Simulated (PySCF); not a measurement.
**Working out the ionisation energy of Sn**

Sn [Kr] 4d10 5s2 5p2 (3P) → Sn⁺ [Kr] 4d10 5s2 5p1 (2P). All numbers are calculated (PySCF 2.14, scalar relativity through the core potential, in def2-QZVPPD with the def2 core potential (28 electrons) (8s6p5d4f1g, 88 functions)). Frozen: 4s2 4p6 4d10. Energies in hartree (1 hartree = 27.21139 eV):

```csv
part,Sn (lower),Sn⁺ (upper)
UHF,-213.340664,-213.088997
CCSD correlation,-0.058412,-0.045489
(T),-0.001842,-0.000744
```

Q: What does Hartree-Fock give?

A: (-213.088997) − (-213.340664) = 0.251667 hartree = 6.848 eV.

Q: What do CCSD and CCSD(T) give?

A: The CCSD correlation energies differ by 0.012923 hartree = 0.352 eV and the triples by 0.001098 hartree = 0.030 eV, so CCSD gives 7.200 eV and CCSD(T) 7.230 eV.

Measured between the centres of the two terms (NIST): 7.389 eV, so CCSD(T) (valence) is off by -0.159 eV.

What remains against the reference includes basis incompleteness, the frozen core and higher excitations.
